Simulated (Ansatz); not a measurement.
Geometry optimisation, Ansatz, RKS B3LYP-D4/cc-pVDZ.

Input file:

```yaml
crystal:
  periodic: [false, false, false]
  atoms:
    - { symbol: Al, position_ang: [0.5963, 0.3989, 0.3204] }
    - { symbol: F, position_ang: [1.1425, -1.4365, 1.2082] }
    - { symbol: C, position_ang: [1.4604, 0.6552, -1.4464] }
    - { symbol: O, position_ang: [0.3968, 1.467, 1.5504] }
    - { symbol: H, position_ang: [0.0195, -1.2003, 0.8149] }
    - { symbol: Si, position_ang: [-1.7537, -0.9531, 0.264] }
    - { symbol: H, position_ang: [2.4142, 1.1843, -1.3691] }
    - { symbol: H, position_ang: [1.667, -0.3141, -1.9067] }
    - { symbol: H, position_ang: [0.8432, 1.2158, -2.1493] }
    - { symbol: H, position_ang: [0.2881, 2.082, 2.2601] }
    - { symbol: H, position_ang: [-2.463, -1.7685, 1.267] }
    - { symbol: H, position_ang: [-2.0538, -1.6176, -1.0165] }
    - { symbol: H, position_ang: [-2.5575, 0.2869, 0.203] }
basis:
  gaussian: { orbitals: cc-pVDZ }
hamiltonian:
  xc: b3lyp
  dispersion: d4
relax:
  f_tol: 0.15
  max_steps: 25
  restrain:
    - { distance: [0, 5], at: 3.62, k: 30.0 }
    - { distance: [4, 1], at: 2.18, k: 30.0 }
    - { distance: [0, 1], at: 1.78, k: 30.0 }
    - { distance: [4, 5], at: 1.42, k: 30.0 }
output:
  orbitals: {}
```

Run as:

```bash
$ ansatz run input.yaml --threads 2 --pin off --max-ram 3072MiB --backend cpu --events-out ev --progress --plain --runs-dir out
```

Problem. Where does it end, and by what steps?

Solution. The run converged. The restraints hold the end off the free minimum. After 9 steps the energy has fallen by 2.164 eV (the restraints' own energy left out); H5 moved furthest, 0.69 Å. Parted: Al1–H5, Al1–Si6. Joined: H5–Si6.

```
step  energy less start (eV)  largest force component (eV/Å)  accepted
   0                  0.0000                           1.450       yes
   1                 -0.3304                           2.959       yes
   2                 -0.9294                           3.224       yes
   3                 -1.5264                           2.011       yes
   4                 -1.9075                           0.944       yes
   5                 -1.9767                           0.743       yes
   6                 -2.0063                           0.999       yes
   7                 -2.0617                           1.112       yes
   8                 -2.0887                           1.340       yes
   9                 -2.1638                           0.959       yes
```

```xyz
13
Properties=species:S:1:pos:R:3
Al 1.167 0.513 0.525
F 1.439 -1.010 1.336
C 1.514 0.664 -1.376
O 0.642 1.869 1.455
H -0.582 -1.110 0.492
Si -2.000 -1.201 0.187
H 2.527 1.054 -1.579
H 1.436 -0.318 -1.873
H 0.792 1.357 -1.841
H 0.498 1.874 2.410
H -2.679 -1.898 1.322
H -2.192 -1.967 -1.082
H -2.563 0.174 0.027
```

Run time: 37 s on 2 threads of Arm Neoverse V2 (shared host), peak memory 0.28 GiB.
